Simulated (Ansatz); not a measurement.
Isomers of VO4F2H8 (quartet), relaxed with PBE-D4/def2-SVP; total energies from Ansatz at RPA@PBE/def2-TZVP.

| isomer | description | energy (Eh) |
| --- | --- | --- |
| A | trans-VF2(H2O)4 (VO4F2H8) | -1449.03595 |
| B | cis-VF2(H2O)4 (VO₄F₂H₈) | -1449.03648 |

Correlated methods freeze 11 core orbitals; core or outer-core shells of V are correlated, in sets that lack core-valence functions.

Task: Work out the relative energies (1 Eh = 2625.5 kJ/mol) and the Boltzmann populations at 1200 K from electronic energies alone (R = 8.314 J/mol/K).

Result: ΔE: A 1.4, B 0.0 kJ/mol. RT = 9.98 kJ/mol. Factors exp(−ΔE/RT): A 0.869, B 1; sum 1.869. Populations: A 46.5 %, B 53.5 %. Zero-point energy, vibrational entropy and symmetry numbers are left out and can shift these; an error of 4 kJ/mol changes a ratio by a factor of 1.5. Over the other density-functional and correlated levels in def2 sets, the gap between B and A ranges from -8 to 0 kJ/mol.
